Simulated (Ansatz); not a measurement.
Program: Ansatz. Geometries: PBE0-D4/def2-TZVP. ΔE: electronic, gas phase. CCSD(T)/CBS adds triple-zeta CCSD(T) − MP2 to the extrapolated MP2 energy (def2 sets, frozen cores). This one scheme is used for every species, atoms too. DFT in def2-TZVPP. B3LYP here is the variant with VWN-RPA as its local correlation; programs differ in this. Open shells (•) are unrestricted, without spin–orbit coupling. Spin–orbit coupling would lower the free atoms: a little for F. Each species was taken in one conformer, which may not be the lowest.

Consider the hydrogen abstraction from the N–H bond: `N[Si](F)(F)F` + F• → `[NH][Si](F)(F)F`• + H–F.

`N[Si](F)(F)F`:

```xyz
7

N    -0.666   -0.044   -0.813
Si    0.433    0.049    0.444
F    -0.077   -0.473    1.844
F     0.847    1.550    0.673
F     1.700   -0.819    0.100
H    -1.398    0.635   -0.937
H    -0.838   -0.899   -1.312
```

`[NH][Si](F)(F)F`•:

```xyz
6

N     0.620   -0.817    0.901
Si   -0.311    0.208   -0.126
F    -1.736    0.408    0.494
F    -0.493   -0.422   -1.556
F     0.354    1.626   -0.274
H     1.565   -1.004    0.561
```

H–F:

```xyz
2

F    -0.114    0.039   -0.444
H     0.114   -0.039    0.444
```

```csv
level,ΔE (eV)
r2SCAN-D4,-0.83
PBE0-D4,-0.72
B3LYP,-0.79
CAM-B3LYP,-0.76
LC-ωPBE,-0.76
CCSD(T)/def2-SVP,-0.45
SCS-MP2/def2-TZVPP,-0.72
MP2/def2-QZVPP,-0.85
```

Problem. What does CCSD(T)/CBS give? (Estimate.)

Solution. Ansatz gave: -0.79 eV. The listed levels differ from it by -0.04, 0.07, 0.00, 0.03, 0.03, 0.34, 0.07, -0.06 eV.

Largest T1 diagnostic among the species: 0.012.

From r2SCAN to r2SCAN0 (25 % exact exchange), in def2-TZVPP and without D4, ΔE moves by +0.17 eV. Leaving LDA and LC-ωPBE aside and taking each functional with its dispersion term where it has one, the values, not all of them listed here, spread over 0.40 eV, from PBE-D4 to BHLYP-D4. LDA lies −0.15 eV from PBE without D4.

CCSD(T)/CBS has its own doubt, a few kJ/mol and more with outer-core shells, so smaller differences from it don't rank the levels.
